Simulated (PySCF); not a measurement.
C2H5F3P2Si.
SMILES with atom numbers: `[F:1][C:2]([F:3])=[C:4]([F:5])[SiH:6]([PH2:7])[PH2:8]` (hydrogens: H9 on Si6; H10, H11 on P7; H12, H13 on P8)

Computed by this run: PBE0-D3(BJ)/def2-SVP geometry optimisation, gas phase (PySCF 2.14.0); density fitting, grid level 1; the optimiser is geomeTRIC in internal coordinates, started from a GFN2-xTB structure with every atom displaced at random (about 0.01 Å).

The end geometry, which sets the zero of energy:
```
atom  x, y, z in Å
F1     -1.4545   -1.4706   -2.1317
C2     -1.8228   -1.4133   -0.8768
F3     -2.8795   -2.1426   -0.6483
C4     -1.1756   -0.6905    0.0440
F5     -1.6539   -0.7282    1.3017
Si6     0.3343    0.3891   -0.2430
P7      2.0578   -0.5424    0.8917
P8     -0.2135    2.4266    0.5743
H9      0.5533    0.4804   -1.7152
H10     3.0066    0.3830    0.3550
H11     2.3140   -1.5283   -0.1121
H12     1.1456    2.8688    0.6281
H13    -0.2063    1.9514    1.9222
```

**Question.** These geometries come from the run, each turned onto the end geometry. Order them by energy, lowest first.
A.
```
atom  x, y, z in Å
F1     -1.4140   -1.5476   -2.1138
C2     -1.8017   -1.4489   -0.8690
F3     -2.8177   -2.2315   -0.6351
C4     -1.2115   -0.6366    0.0102
F5     -1.7098   -0.6637    1.2562
Si6     0.3223    0.4184   -0.2520
P7      2.0315   -0.5710    0.8715
P8     -0.1921    2.4414    0.6214
H9      0.5253    0.5632   -1.7212
H10     3.0021    0.3388    0.3515
H11     2.2723   -1.5609   -0.1299
H12     1.1585    2.9024    0.6314
H13    -0.1598    1.9793    1.9689
```
B.
```
atom  x, y, z in Å
F1     -1.3485   -1.5801   -2.0970
C2     -1.7850   -1.4618   -0.8683
F3     -2.8156   -2.2251   -0.6313
C4     -1.2171   -0.6355    0.0144
F5     -1.7550   -0.6189    1.2462
Si6     0.3148    0.4242   -0.2464
P7      2.0270   -0.5726    0.8583
P8     -0.1989    2.4415    0.6388
H9      0.5228    0.5766   -1.7151
H10     2.9981    0.3300    0.3249
H11     2.2480   -1.5612   -0.1501
H12     1.1538    2.9011    0.6334
H13    -0.1389    1.9651    1.9823
```
C.
```
atom  x, y, z in Å
F1     -0.6590   -2.1104   -1.5191
C2     -1.5552   -1.5733   -0.6564
F3     -2.6330   -2.3525   -0.5654
C4     -1.2658   -0.4333   -0.0365
F5     -2.2098    0.0454    0.8279
Si6     0.3016    0.5749   -0.2831
P7      1.9568   -0.7408    0.5456
P8     -0.1074    2.5085    0.7733
H9      0.3655    0.8460   -1.7066
H10     2.9669    0.0724    0.0872
H11     1.9958   -1.5726   -0.5515
H12     1.2106    2.7850    1.0675
H13    -0.3616    1.9341    2.0073
```
D.
```
atom  x, y, z in Å
F1     -1.4854   -1.4494   -2.1399
C2     -1.8358   -1.3996   -0.8799
F3     -2.8955   -2.1220   -0.6419
C4     -1.1663   -0.7007    0.0431
F5     -1.6102   -0.7720    1.3127
Si6     0.3355    0.3837   -0.2477
P7      2.0516   -0.5368    0.9015
P8     -0.2107    2.4271    0.5551
H9      0.5607    0.4649   -1.7194
H10     2.9975    0.4009    0.3801
H11     2.3317   -1.5148   -0.1040
H12     1.1535    2.8522    0.6268
H13    -0.2212    1.9499    1.9036
```
E.
```
atom  x, y, z in Å
F1     -0.7807   -2.1569   -1.5375
C2     -1.5905   -1.5866   -0.6760
F3     -2.6913   -2.2693   -0.5293
C4     -1.2903   -0.4421   -0.0572
F5     -2.1929    0.0661    0.8081
Si6     0.3055    0.5448   -0.2922
P7      1.9874   -0.6855    0.5901
P8     -0.1346    2.4830    0.7749
H9      0.4664    0.8151   -1.7530
H10     3.0168    0.1802    0.1069
H11     2.0582   -1.5569   -0.5404
H12     1.2338    2.7613    1.0769
H13    -0.3825    1.8301    2.0188
```

**Answer.** D (0.002 eV), B (0.010 eV), A (0.017 eV), E (0.044 eV), C (0.292 eV).

In the order of the answer:

```tsv
step	E above end (eV)	largest force (eV/Å)	rms force component (eV/Å)	rms distance from end (Å)	rms bond change (Å)	bond most changed (Å)
18	0.002	0.08	0.023	0.028	0.001	C4–Si6 -0.003
15	0.010	0.18	0.060	0.092	0.002	Si6–P7 +0.004
14	0.017	0.41	0.113	0.069	0.003	Si6–P7 +0.008
2	0.044	0.24	0.070	0.531	0.005	C4–Si6 +0.013
0	0.292	2.24	0.795	0.556	0.037	P7–H10 -0.054
```

What follows is the cost of the whole optimisation. Hardware: an Arm Neoverse V2 with one thread, no GPU, shared host. Cost: 3.7 min, 0.60 GiB resident at most.
